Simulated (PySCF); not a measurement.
A structure optimised at PBE0-D3(BJ)/def2-SVP, used in a PySCF frequency run:

```
Te
Cl 1 2.3408
Cl 1 2.3408 2 100.69
Cl 1 2.4453 2 89.49 3 -89.39
Cl 1 2.4453 2 89.49 4 178.77
```
Charge 0, spin multiplicity 1.

Question: Write its SMILES, formula and point group.

Answer: Cl[Te](Cl)(Cl)Cl, Cl4Te, C2v

Question: What are its rotational constants (standard atomic weights)?

Answer: 1.4648, 0.93832, 0.77258 GHz
